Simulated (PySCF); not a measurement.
**HSE06 on Se²⁺ (selenium, charge +2)**

Configuration: [Ar] 3d10 4s1 4p3, high-spin 5S determinant (an excited configuration). All numbers are calculated (PySCF 2.14, a scalar-relativistic core potential, in aug-cc-pwCVTZ-PP with ECP10MDF).

```json
{
  "Total energy": "-371.6441 hartree",
  "One-electron energy": "-635.1958 hartree",
  "Hartree (Coulomb) energy": "291.9254 hartree",
  "Exchange-correlation energy": "-28.3738 hartree",
  "⟨S²⟩": "6.0007",
  "⟨L²⟩": "0.000",
  "Sum of ⟨r⟩": "18.46 bohr",
  "Sum of ⟨r²⟩": "24.18 bohr²",
  "Time after the integrals": "about 7 core-seconds"
}
```

| shell | electrons | mean orbital energy (hartree) | rms radius, mean of both spins (bohr) |
| --- | --- | --- | --- |
| 3s α | 1 | -8.71404 | 0.619 |
| 3s β | 1 | -8.68478 | 0.619 |
| 3p α | 3 | -6.78716 | 0.641 |
| 3p β | 3 | -6.76019 | 0.641 |
| 3d α | 5 | -3.01598 | 0.689 |
| 3d β | 5 | -2.98804 | 0.689 |
| 4s α | 1 | -1.54711 | 1.79 |
| 4p α | 3 | -1.05479 | 2.08 |

Energies and moments cover only the electrons outside the core potential.
